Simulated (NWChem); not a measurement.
# CH₅FOSi₂; SMILES F[Si@H]1CO[SiH2]1

```xyz
10

F      0.3056     2.1852    -0.5541
Si     0.0161     0.9168     0.4293
C     -1.4728    -0.1875    -0.0690
O     -0.8172    -1.4633    -0.1172
Si     0.8607    -1.2091    -0.0321
H     -0.0089     1.4655     1.8178
H     -2.3069    -0.2204     0.6530
H     -1.8960     0.0785    -1.0548
H      1.5662    -1.4470    -1.3280
H      1.4974    -2.0612     1.0156
```
Atoms are numbered in this order, from 1.

Level: PBE0/def2-SVP (NWChem), optimised geometry, unscaled harmonic frequencies. 

```json
[
 {"frequency (cm⁻¹)": "67", "IR intensity (km/mol)": "8.1"},
 {"frequency (cm⁻¹)": "172", "IR intensity (km/mol)": "5.2"},
 {"frequency (cm⁻¹)": "226", "IR intensity (km/mol)": "6.8"},
 {"frequency (cm⁻¹)": "389", "IR intensity (km/mol)": "5.6"},
 {"frequency (cm⁻¹)": "433", "IR intensity (km/mol)": "8.9"},
 {"frequency (cm⁻¹)": "487", "IR intensity (km/mol)": "15.9"},
 {"frequency (cm⁻¹)": "617", "IR intensity (km/mol)": "10.9"},
 {"frequency (cm⁻¹)": "666", "IR intensity (km/mol)": "20.2"},
 {"frequency (cm⁻¹)": "705", "IR intensity (km/mol)": "53.8"},
 {"frequency (cm⁻¹)": "750", "IR intensity (km/mol)": "115.6"},
 {"frequency (cm⁻¹)": "779", "IR intensity (km/mol)": "45.2"},
 {"frequency (cm⁻¹)": "827", "IR intensity (km/mol)": "4.8"},
 {"frequency (cm⁻¹)": "850", "IR intensity (km/mol)": "146.2"},
 {"frequency (cm⁻¹)": "913", "IR intensity (km/mol)": "168.5"},
 {"frequency (cm⁻¹)": "969", "IR intensity (km/mol)": "131.8"},
 {"frequency (cm⁻¹)": "1059", "IR intensity (km/mol)": "103.2"},
 {"frequency (cm⁻¹)": "1200", "IR intensity (km/mol)": "1.4"},
 {"frequency (cm⁻¹)": "1253", "IR intensity (km/mol)": "3.6"},
 {"frequency (cm⁻¹)": "1455", "IR intensity (km/mol)": "2.3"},
 {"frequency (cm⁻¹)": "2226", "IR intensity (km/mol)": "160.1"},
 {"frequency (cm⁻¹)": "2231", "IR intensity (km/mol)": "58.7"},
 {"frequency (cm⁻¹)": "2239", "IR intensity (km/mol)": "155.3"},
 {"frequency (cm⁻¹)": "3047", "IR intensity (km/mol)": "28.2"},
 {"frequency (cm⁻¹)": "3110", "IR intensity (km/mol)": "11.7"}
]
```

- zero-point energy = 38.1 kcal/mol
- thermal correction to the enthalpy at 298.15 K (with zero-point energy) = 42.8 kcal/mol
- heat capacity Cv = 22.8 cal/(mol K)
- entropy at 298.15 K and 1 atm (symmetry number 1) = 80.3 cal/(mol K)
- dipole moment = 0.88 D

Rigid rotor and harmonic oscillator; modes under 100 cm⁻¹ make the entropy uncertain.
